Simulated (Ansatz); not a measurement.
CH3AlFIO. The species carries charge 0 and has multiplicity 1. I: def2 effective core potential. The bonds changed during the relaxation, so this is another structure than the one it started from.

Cartesian coordinates in Å:
```
O 0.459 -1.319 1.074
C -0.182 -0.724 0.142
F -0.649 -1.570 -0.736
Al -0.315 1.338 -0.126
I 1.775 0.955 -1.579
H 0.551 -2.276 0.911
H -0.005 2.003 1.277
H -1.635 1.593 -0.963
```

What are the harmonic wavenumbers in cm⁻¹ at PBE0-D4/def2-TZVP (Ansatz, finite differences of forces, unscaled)? (Estimate.)

Computed: 70, 88, 184, 281, 339, 440, 450, 475, 620, 668, 728, 742, 1116, 1364, 1466, 1927, 1935, 3661.

Is this a minimum?

Yes, all 18 modes are real.

Give the ideal-gas thermochemistry at 298.15 K and 1 bar (rigid rotor, harmonic oscillator; point group C1, symmetry number 1).

Zero-point energy 99.0 kJ/mol; H(298) − E = 120.1 kJ/mol; entropy 365.7 J/(mol·K), of which translation 175.2, rotation 120.9, vibration 69.6; G(298) − E = 11.0 kJ/mol. Modes under 100 cm⁻¹ are hindered rotations or soft bends, so the harmonic entropy is rough.
